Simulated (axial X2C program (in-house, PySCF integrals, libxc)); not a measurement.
Bond lengths and stretching modes, held linear, of WOH⁺

Computed with an axial X2C code built on PySCF integrals: two-component X2C with atomic mean-field Coulomb and Gaunt terms, Gaussian nuclei, basis W dyall-v3z, O dyall-av3z, H dyall-v3z with contracted cores. Spin-free rows use the one-electron spin-free X2C Hamiltonian.

Masses W 183.951, O 15.995, H 1.008 u. States: 2c Ω = 1 (beyond evenly filled blocks: ω = -3/2, ω = 5/2); spin-free M_S = 2, Λ = 1 (beyond evenly filled blocks: σα, π+α, δ+α, δ-α).

HF, spin-free: energies above the lowest point

```
r(W–O) (Å)  r(O–H) (Å)  E (meV)
    1.7257      0.9389   101.38
    1.7257      0.9630   111.62
    1.7257      0.9871   152.06
    1.7700      0.9389     3.13
    1.7700      0.9630    14.55
    1.7700      0.9871    56.19
    1.7700      1.0111   123.05
    1.8142      0.9389     0.00
    1.8142      0.9630    12.33
    1.8142      0.9871    54.90
    1.8585      0.9630    85.96
    1.8585      1.0111   197.75
```

Task: Fit a quadratic surface with cubic terms in each bond: where is the minimum, and what are the two stretching wavenumbers?

Result: At HF, spin-free: bonds 1.793 and 0.942 Å; harmonic stretches 868.6 and 4102.7 cm⁻¹; force constants 6.93, 9.39 and coupling 0.14 mdyn/Å.

The other levels and Hamiltonians give:

```
Hamiltonian  level  r(W–O) (Å)  r(O–H) (Å)  lower stretch (cm⁻¹)  upper stretch (cm⁻¹)
         2c   PBE0       1.773       0.963                 878.8                3856.3
         2c     HF       1.791       0.942                 867.8                4101.4
         2c  TPSSh       1.779       0.967                 867.1                3788.8
         2c    MP2       1.789       0.966                 865.2                3806.5
  spin-free   PBE0       1.775       0.963                 879.5                3859.3
  spin-free  TPSSh       1.782       0.967                 868.5                3792.9
  spin-free    MP2       1.791       0.966                 866.7                3810.7
```

Each state is one determinant, the lowest of a limited PBE0 search; the stretches come from a fit to these few points and carry an uncertainty of a few per cent. Other orders of the atoms were not compared. MP2 freezes inner shells (threshold -2 hartree). The molecule was held linear; bending was not examined, so a bent shape may lie lower. Open-shell Ω = 0 determinants with evenly filled partner blocks cannot be reached by this program, so the Ω shown need not be the lowest component. Note: functional without a current term on a determinant with orbital currents, of the molecule or an atom. Note: several unpaired electrons, one determinant need not be a pure state.
